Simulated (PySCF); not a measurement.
B3LYP has the VWN-RPA correlation part, as in Gaussian. Excitations are Tamm–Dancoff values on a coarser integration grid. The basis has no diffuse functions, so Rydberg states are missing or too high.

Z-matrix (Å, degrees):
```
Si
O 1 1.6457
H 2 0.9603 1 118.77
H 1 1.4675 2 107.06 3 179.97
C 1 1.8317 4 121.14 2 -149.57
H 5 1.0848 1 121.12 4 -0.99
H 5 1.0854 6 111.67 1 -151.92
C 5 1.5879 6 115.83 7 -133.76
H 8 1.0848 5 115.83 6 0.05
H 8 1.0854 9 111.67 5 -133.75
```
Charge 0, spin multiplicity 1.

Problem. What total energy, LUMO, dipole moment, HOMO–LUMO gap and brightest of the four lowest singlets (TDA) does B3LYP-D3(BJ)/def2-TZVP in PySCF give?

Solution. 
total energy: -444.6531 Ha
LUMO: 0.19 eV
dipole moment: 1.24 D
HOMO–LUMO gap: 6.77 eV
brightest of the four lowest singlets (TDA): 6.78 eV
